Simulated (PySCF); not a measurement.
C2H10ClNSi2, SMILES CN[Si@@H](Cl)C[SiH3].

Geometry: PBE-D3(BJ)/def2-SVP. The structure was generated by enumeration; whether it is a known compound was not checked. Other conformers were not sampled.

These are SMD-B3LYP/6-31G* run with PySCF values and carry that method's errors.

Solvation free energies are E(SMD) − E(gas) at the gas-phase geometry, for 1 M in both phases. In vacuum the dipole moment is 1.80 D.

### Question
Rank water, methanol, chlorobenzene by solvation free energy, most negative first.

### Answer
methanol (-5.7 kcal/mol), chlorobenzene (-5.1 kcal/mol), water (-0.4 kcal/mol)
